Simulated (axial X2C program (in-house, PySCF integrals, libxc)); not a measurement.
# Bond lengths and stretching modes, held linear, of CuNC⁻

Computed with an axial X2C code built on PySCF integrals: two-component X2C with atomic mean-field Coulomb and Gaunt terms, Gaussian nuclei, basis Cu dyall-v3z, N dyall-av3z, C dyall-v3z with contracted cores. Spin-free rows use the one-electron spin-free X2C Hamiltonian.

Masses Cu 62.930, N 14.003, C 12.000 u. States: 2c Ω = 1/2 (beyond evenly filled blocks: ω = 1/2); spin-free M_S = 1/2, Λ = 0 (beyond evenly filled blocks: σα).

PBE, spin-free: energies above the lowest point

| r(Cu–N) (Å) | r(N–C) (Å) | E (meV) |
| --- | --- | --- |
| 1.8213 | 1.1407 | 90.55 |
| 1.8213 | 1.1700 | 1.75 |
| 1.8213 | 1.1992 | 5.29 |
| 1.8680 | 1.1407 | 86.98 |
| 1.8680 | 1.1700 | 0.00 |
| 1.8680 | 1.1992 | 5.38 |
| 1.8680 | 1.2285 | 86.80 |
| 1.9147 | 1.1407 | 105.41 |
| 1.9147 | 1.1700 | 19.88 |
| 1.9147 | 1.1992 | 26.75 |
| 1.9614 | 1.1700 | 55.68 |
| 1.9614 | 1.2285 | 147.87 |

Q: Fit a quadratic surface with cubic terms in each bond: where is the minimum, and what are the two stretching wavenumbers?

A: At PBE, spin-free: bonds 1.846 and 1.183 Å; harmonic stretches 402.1 and 2059.7 cm⁻¹; force constants 1.78, 15.9 and coupling 0.17 mdyn/Å.

The other levels and Hamiltonians give:

```json
{"Hamiltonian": "2c", "level": "PBE0", "r(Cu–N) (Å)": "1.866", "r(N–C) (Å)": "1.169", "lower stretch (cm⁻¹)": "391.0", "upper stretch (cm⁻¹)": "2170.0"}
{"Hamiltonian": "2c", "level": "HF", "r(Cu–N) (Å)": "2.011", "r(N–C) (Å)": "1.149", "lower stretch (cm⁻¹)": "255.6", "upper stretch (cm⁻¹)": "2325.0"}
{"Hamiltonian": "2c", "level": "PBE", "r(Cu–N) (Å)": "1.846", "r(N–C) (Å)": "1.183", "lower stretch (cm⁻¹)": "402.1", "upper stretch (cm⁻¹)": "2059.8"}
{"Hamiltonian": "2c", "level": "MP2", "r(Cu–N) (Å)": "1.821", "r(N–C) (Å)": "1.186", "lower stretch (cm⁻¹)": "408.4", "upper stretch (cm⁻¹)": "2053.4"}
{"Hamiltonian": "spin-free", "level": "PBE0", "r(Cu–N) (Å)": "1.866", "r(N–C) (Å)": "1.169", "lower stretch (cm⁻¹)": "391.1", "upper stretch (cm⁻¹)": "2170.0"}
{"Hamiltonian": "spin-free", "level": "HF", "r(Cu–N) (Å)": "2.011", "r(N–C) (Å)": "1.149", "lower stretch (cm⁻¹)": "255.9", "upper stretch (cm⁻¹)": "2325.0"}
{"Hamiltonian": "spin-free", "level": "MP2", "r(Cu–N) (Å)": "1.821", "r(N–C) (Å)": "1.186", "lower stretch (cm⁻¹)": "409.0", "upper stretch (cm⁻¹)": "2053.3"}
```

Each state is one determinant, the lowest of a limited PBE0 search; the stretches come from a fit to these few points and carry an uncertainty of a few per cent. Other orders of the atoms were not compared. The levels spread by more than a fifth, so the stretches depend strongly on the method. MP2 freezes inner shells (threshold -2 hartree). For an anion the highest level of a functional can be positive, and the basis then holds the extra electron. The molecule was held linear; bending was not examined, so a bent shape may lie lower.
